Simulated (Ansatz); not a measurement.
Program: Ansatz. Geometries: PBE0-D4/def2-TZVP. ΔE: electronic, gas phase. CCSD(T)/CBS is the MP2 limit (def2-TZVPP, def2-QZVPP) plus CCSD(T) − MP2 in def2-TZVPP, frozen cores. DFT in def2-TZVPP. Each species was taken in one conformer, which may not be the lowest.

`OBNCS` + `[SiH3]S` → `OBS[SiH3]` + `NCS`  (ligand exchange at a B–N bond)

| level | ΔE (eV) |
| --- | --- |
| ωB97X-V | 0.58 |
| ωB97M-V | 0.59 |
| CCSD/def2-TZVPP | 0.59 |
| MP2/CBS(def2) | 0.53 |

What does CCSD(T)/CBS give? (Estimate.)

Ansatz gave: +0.55 eV. The listed levels differ from it by 0.03, 0.04, 0.04, -0.02 eV.

Largest T1 diagnostic among the species: 0.014.

In def2-TZVPP, CCSD(T) changes the Hartree–Fock value by −0.05 eV (the triples alone add −0.02 eV) and MP2 by −0.06 eV.
